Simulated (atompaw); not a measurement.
## u(r) = r·R(r): atom against pseudo-atom (Mo (Z = 42))

Columns: radius, all-electron u(r) and pseudo u(r) of the 5s shell (level -13.61 eV) of molybdenum in the configuration [Ar] 3d10 4s2 4p6 4d4.5 5s0 5p0; PBE, scalar-relativistic, PAW (atompaw) scheme, atompaw 4.2.0.5.

```
r (bohr)  all-electron   pseudo
   0.083       -0.1160  -0.0500
   0.165       -0.0337  -0.0976
   0.248        0.1487  -0.1421
   0.331        0.1989  -0.1812
   0.413        0.1292  -0.2130
   0.496        0.0035  -0.2370
   0.579       -0.1252  -0.2518
   0.662       -0.2280  -0.2566
   0.744       -0.2929  -0.2512
   0.827       -0.3207  -0.2354
   0.910       -0.3148  -0.2094
   0.992       -0.2821  -0.1744
   1.075       -0.2288  -0.1304
   1.158       -0.1617  -0.0791
   1.240       -0.0873  -0.0225
   1.323       -0.0082   0.0392
   1.406        0.0713   0.1036
   1.488        0.1476   0.1681
   1.571        0.2210   0.2328
   1.654        0.2893   0.2954
   1.737        0.3517   0.3544
   1.819        0.4072   0.4082
   1.902        0.4570   0.4573
   1.985        0.5005   0.5006
   2.067        0.5374   0.5374
   2.150        0.5689   0.5689
```

Problem. How many radial nodes do the two functions have?

Solution. The all-electron 5s function has n − l − 1 = 4 (the table is too coarse to show those close to the nucleus); the pseudo-wave has 1, since 1 lower shell of the same l stays in the valence.

Problem. Is the pseudo-wave norm-conserving?

Solution. No, it belongs to a PAW set: the norm inside the radius is not constrained, and the difference is carried by the augmentation charge.
